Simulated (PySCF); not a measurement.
## ICl: from constants to spectrum

RHF-CCSD(T) constants of ICl, ¹Σ⁺ (singlet), closed shell (basis I cc-pVDZ-PP with ECP28, Cl cc-pV(D+d)Z; scalar-relativistic core potentials; PySCF 2.14; masses 126.9045 and 34.9689 u):

```
ωe           : 354.3 cm⁻¹
ωexe         : 1.54 cm⁻¹
Be           : 0.10772 cm⁻¹
αe           : 0.000541 cm⁻¹
De to I + Cl : 1.73 eV
```

Problem. What force constant and bond length do these constants imply?

Solution. Reduced mass μred = 27.415 u; k = 5.8918×10⁻⁷·μred·ωe² (u, cm⁻¹, mdyn/Å) = 2.03 mdyn/Å; Re = √(16.8576/(μred·Be)) (u, cm⁻¹, Å) = 2.389 Å.

Problem. Estimate the centrifugal constant D from the Kratzer relation and find the Dunham coefficient a1.

Solution. D = 4Be³/ωe² = 3.98e-08 cm⁻¹; a1 = −1 − αeωe/(6Be²) = -3.75.

Correlated steps freeze 9 core orbitals. Correlated levels converge slowly with the basis: in double zeta they bind strong bonds too weakly, by up to about 1 eV, and carry superposition errors of some tenths. These are scalar-relativistic numbers at best; spin–orbit coupling would shift them, the dissociation energy most. Where the molecule has an RHF reference, its open-shell atoms are computed with UHF.
